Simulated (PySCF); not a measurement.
# Oxygen: a sound run and one with changed settings

Sound run: O²⁺ [He] 2s2 2p2, O³⁺ [He] 2s2 2p1. All numbers are calculated (PySCF 2.14, scalar relativity by spin-free X2C-1e, in cc-pVDZ-DK). The sound run starts from symmetry-adapted Hartree-Fock orbitals and uses a fine grid where one is needed.

Changed run: radial step 1.2 in ln r (0.13 in the sound run). This setting is unsound on purpose.

```json
{"species": "O²⁺", "method": "UHF", "sound run (hartree)": "-73.13383", "changed run (hartree)": "-73.13383", "converged": "yes"}
{"species": "O²⁺", "method": "r2SCAN", "sound run (hartree)": "-73.28128", "changed run (hartree)": "-73.85205", "converged": "yes"}
{"species": "O²⁺", "method": "M06-2X", "sound run (hartree)": "-73.30632", "changed run (hartree)": "-73.43598", "converged": "yes"}
{"species": "O³⁺", "method": "UHF", "sound run (hartree)": "-71.12665", "changed run (hartree)": "-71.12665", "converged": "yes"}
{"species": "O³⁺", "method": "r2SCAN", "sound run (hartree)": "-71.23679", "changed run (hartree)": "-71.73470", "converged": "yes"}
{"species": "O³⁺", "method": "M06-2X", "sound run (hartree)": "-71.27958", "changed run (hartree)": "-71.41564", "converged": "yes"}
```

Ionisation energy of O²⁺:

| method | sound run (eV) | changed run (eV) |
| --- | --- | --- |
| UHF | 54.618 | 54.618 |
| r2SCAN | 55.633 | 57.616 |
| M06-2X | 55.150 | 54.976 |

A coarse radial grid mis-integrates the density and the exchange-correlation energy, with errors of either sign; Hartree-Fock needs no grid.

For comparison, NIST gives 54.936 eV between the lowest levels.
